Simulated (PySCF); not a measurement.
F4Se (SMILES F[Se](F)(F)F), singlet, geometry from GFN2-xTB, with bond 3-1 at 1.3 times its length; PBE0/6-31G (PySCF).

Here is a job for PySCF.
```python
from pyscf import gto, scf, dft

mol = gto.M(
    atom='''
Se   -0.002032    0.002541    0.359443
F     0.968178    1.319046   -0.343353
F     1.720950   -1.259938   -0.530557
F    -0.964339   -1.323846   -0.335595
F    -1.319500    0.963797   -0.353776
''',
    basis='6-31g',
    charge=0,
    spin=0,
    verbose=4,
)

mf = dft.RKS(mol)
mf.xc = 'pbe0'
mf.DIIS = scf.ADIIS
mf.kernel()
```

Task: Write the output that PySCF gives for this input, abridged.

Result: 
```
PySCF version 2.14.0

[INPUT] verbose = 4
[INPUT] num. atoms = 5
[INPUT] num. electrons = 70
[INPUT] charge = 0
[INPUT] spin (= nelec alpha-beta = 2S) = 0
[INPUT] symmetry False subgroup None
[INPUT] Mole.unit = angstrom
[INPUT] Symbol           X                Y                Z      unit          X                Y                Z       unit  Magmom
[INPUT]  1 Se    -0.002032000000   0.002541000000   0.359443000000 AA   -0.003839923485   0.004801794083   0.679248827392 Bohr   0.0
[INPUT]  2 F      0.968178000000   1.319046000000  -0.343353000000 AA    1.829591259829   2.492635685703  -0.648843134048 Bohr   0.0
[INPUT]  3 F      1.720950000000  -1.259938000000  -0.530557000000 AA    3.252124174070  -2.380937753932  -1.002607423471 Bohr   0.0
[INPUT]  4 F     -0.964339000000  -1.323846000000  -0.335595000000 AA   -1.822336601237  -2.501706371101  -0.634182638773 Bohr   0.0
[INPUT]  5 F     -1.319500000000   0.963797000000  -0.353776000000 AA   -2.493493621364   1.821312369677  -0.668539749444 Bohr   0.0

nuclear repulsion = 436.208662653569
number of shells = 31
number of NR pGTOs = 178
number of NR cGTOs = 63
basis = 6-31g
ecp = {}

******** <class 'pyscf.dft.rks.RKS'> ********
method = RKS
initial guess = minao
damping factor = 0
level_shift factor = 0
DIIS = <class 'pyscf.scf.diis.ADIIS'>
diis_start_cycle = 1
diis_space = 8
diis_damp = 0
SCF conv_tol = 1e-09
SCF conv_tol_grad = None
SCF max_cycles = 50
direct_scf = True
direct_scf_tol = 1e-13
XC library pyscf.dft.libxc version 7.1.2
    S. Lehtola, C. Steigemann, M. J. T. Oliveira, and M. A. L. Marques,  SoftwareX 7, 1–5 (2018)
XC functionals = pbe0
    C. Adamo and V. Barone,  J. Chem. Phys. 110, 6158 (1999)
    M. Ernzerhof and G. E. Scuseria,  J. Chem. Phys. 110, 5029 (1999)
radial grids:
    Treutler-Ahlrichs [JCP 102, 346 (1995); DOI:10.1063/1.469408] (M4) radial grids

becke partition: Becke, JCP 88, 2547 (1988); DOI:10.1063/1.454033
pruning grids: <function nwchem_prune>
grids dens level: 3
symmetrized grids: False
atomic radii adjust function: <function treutler_atomic_radii_adjust>
small_rho_cutoff = 0
Set gradient conv threshold to 3.16228e-05
Initial guess from minao.
tot grids = 77472
init E= -2799.06973235257
  HOMO = -0.413196060209144  LUMO = -0.170973803016989  gap/eV = 6.59120
cycle= 1 E= -2799.24625106784  delta_E= -0.177  |g|= 1.27  |ddm|= 2.45
  HOMO = -0.153342730019822  LUMO = -0.058437402647975  gap/eV = 2.58251
cycle= 2 E= -2788.99885297761  delta_E= 10.2  |g|= 3.85  |ddm|= 6.74
  HOMO = -0.269497057388354  LUMO = -0.190652622061066  gap/eV = 2.14547
cycle= 3 E= -2798.98420850943  delta_E= -9.99  |g|= 1.85  |ddm|= 5.44
  HOMO = -0.234185816779596  LUMO = -0.169184589028608  gap/eV = 1.76877
cycle= 4 E= -2799.22079974924  delta_E= -0.237  |g|=  1.4  |ddm|= 1.82
  HOMO = -0.391250055794612  LUMO = -0.202575302269276  gap/eV = 5.13410
cycle= 5 E= -2799.58168884615  delta_E= -0.361  |g|= 0.641  |ddm|=  1.7
  HOMO = -0.338974300553456  LUMO = -0.179716258226203  gap/eV = 4.33363
cycle= 6 E= -2799.61318904088  delta_E= -0.0315  |g|= 0.537  |ddm|= 0.889
  HOMO = -0.310368242206001  LUMO = -0.181796253019618  gap/eV = 3.49862
cycle= 7 E= -2799.6194802194  delta_E= -0.00629  |g|= 0.462  |ddm|= 0.664
  HOMO = -0.375504864536746  LUMO = -0.19000769379879  gap/eV = 5.04764
cycle= 8 E= -2799.66225331509  delta_E= -0.0428  |g|= 0.134  |ddm|= 0.557
  HOMO = -0.334469796478488  LUMO = -0.18424747354651  gap/eV = 4.08776
cycle= 9 E= -2799.65678622032  delta_E= 0.00547  |g|= 0.21  |ddm|= 0.314
  HOMO = -0.355162664378163  LUMO = -0.187772024515874  gap/eV = 4.55493
cycle= 10 E= -2799.66585384381  delta_E= -0.00907  |g|= 0.0481  |ddm|= 0.164
  HOMO = -0.362210270858721  LUMO = -0.187812903930315  gap/eV = 4.74559
cycle= 11 E= -2799.66571188088  delta_E= 0.000142  |g|= 0.0562  |ddm|= 0.0886
  HOMO = -0.361478717205014  LUMO = -0.188053161943797  gap/eV = 4.71915
cycle= 12 E= -2799.66623172427  delta_E= -0.00052  |g|= 0.0205  |ddm|= 0.0444
  HOMO = -0.354046452047935  LUMO = -0.187011155668905  gap/eV = 4.54526
cycle= 13 E= -2799.66588620083  delta_E= 0.000346  |g|= 0.046  |ddm|= 0.0569
  HOMO = -0.357245263441561  LUMO = -0.187542727424954  gap/eV = 4.61784
cycle= 14 E= -2799.66627383631  delta_E= -0.000388  |g|= 0.0146  |ddm|= 0.0278
  HOMO = -0.359509807699805  LUMO = -0.187783093937642  gap/eV = 4.67292
cycle= 15 E= -2799.66631417254  delta_E= -4.03e-05  |g|= 0.00565  |ddm|= 0.0173
  HOMO = -0.358800213723529  LUMO = -0.187739060287372  gap/eV = 4.65481
cycle= 16 E= -2799.66631123355  delta_E= 2.94e-06  |g|= 0.00708  |ddm|= 0.0104
  HOMO = -0.3586202052595  LUMO = -0.187698649808222  gap/eV = 4.65101
cycle= 17 E= -2799.66631755147  delta_E= -6.32e-06  |g|= 0.00377  |ddm|= 0.00591
  HOMO = -0.35947705701213  LUMO = -0.187801930126844  gap/eV = 4.67152
cycle= 18 E= -2799.66631730502  delta_E= 2.46e-07  |g|= 0.00405  |ddm|= 0.00657
  HOMO = -0.35916374418652  LUMO = -0.187753930954263  gap/eV = 4.66430
cycle= 19 E= -2799.66632018678  delta_E= -2.88e-06  |g|= 0.00139  |ddm|= 0.00338
  HOMO = -0.358949223087472  LUMO = -0.187740935111126  gap/eV = 4.65881
cycle= 20 E= -2799.66631960762  delta_E= 5.79e-07  |g|= 0.00224  |ddm|= 0.00304
  HOMO = -0.35899875965274  LUMO = -0.187743387295316  gap/eV = 4.66010
cycle= 21 E= -2799.66632048233  delta_E= -8.75e-07  |g|= 0.00063  |ddm|= 0.0015
  HOMO = -0.359191945326968  LUMO = -0.18776148008761  gap/eV = 4.66486
cycle= 22 E= -2799.66632033844  delta_E= 1.44e-07  |g|= 0.00104  |ddm|= 0.00145
  HOMO = -0.359091725588788  LUMO = -0.187749152604307  gap/eV = 4.66247
cycle= 23 E= -2799.66632053624  delta_E= -1.98e-07  |g|= 0.000406  |ddm|= 0.000858
  HOMO = -0.359094983277577  LUMO = -0.187752619695297  gap/eV = 4.66246
cycle= 24 E= -2799.66632053226  delta_E= 3.97e-09  |g|= 0.00044  |ddm|= 0.000576
  HOMO = -0.359054810174793  LUMO = -0.187747184127127  gap/eV = 4.66152
cycle= 25 E= -2799.66632056422  delta_E= -3.2e-08  |g|= 0.000127  |ddm|= 0.0004
  HOMO = -0.359105338758808  LUMO = -0.187752811553278  gap/eV = 4.66274
cycle= 26 E= -2799.66632055061  delta_E= 1.36e-08  |g|= 0.000279  |ddm|= 0.000374
  HOMO = -0.359083421208409  LUMO = -0.187750184598326  gap/eV = 4.66221
cycle= 27 E= -2799.66632056528  delta_E= -1.47e-08  |g|= 0.000107  |ddm|= 0.00017
  HOMO = -0.359080983405147  LUMO = -0.187750054852272  gap/eV = 4.66215
cycle= 28 E= -2799.66632056623  delta_E= -9.47e-10  |g|= 8.31e-05  |ddm|= 2.83e-05
  HOMO = -0.359067642306637  LUMO = -0.187748426474005  gap/eV = 4.66183
cycle= 29 E= -2799.66632056761  delta_E= -1.38e-09  |g|= 2.39e-05  |ddm|= 9.69e-05
  HOMO = -0.359080918453994  LUMO = -0.187750077712029  gap/eV = 4.66215
cycle= 30 E= -2799.66632056624  delta_E= 1.37e-09  |g|= 8.28e-05  |ddm|= 9.61e-05
  HOMO = -0.35907028645019  LUMO = -0.1877487807614  gap/eV = 4.66190
cycle= 31 E= -2799.66632056774  delta_E= -1.49e-09  |g|= 2.68e-06  |ddm|= 7.71e-05
  HOMO = -0.359066524514494  LUMO = -0.187748334774791  gap/eV = 4.66181
cycle= 32 E= -2799.66632056753  delta_E= 2.06e-10  |g|= 3.21e-05  |ddm|= 2.74e-05
  HOMO = -0.359069330955134  LUMO = -0.187748700328474  gap/eV = 4.66187
cycle= 33 E= -2799.66632056772  delta_E= -1.89e-10  |g|= 9.69e-06  |ddm|= 2.03e-05
  HOMO = -0.359074449083548  LUMO = -0.187749318963818  gap/eV = 4.66199
Extra cycle  E= -2799.66632056754  delta_E= 1.83e-10  |g|= 3.12e-05  |ddm|= 3.71e-05
converged SCF energy = -2799.66632056754
```
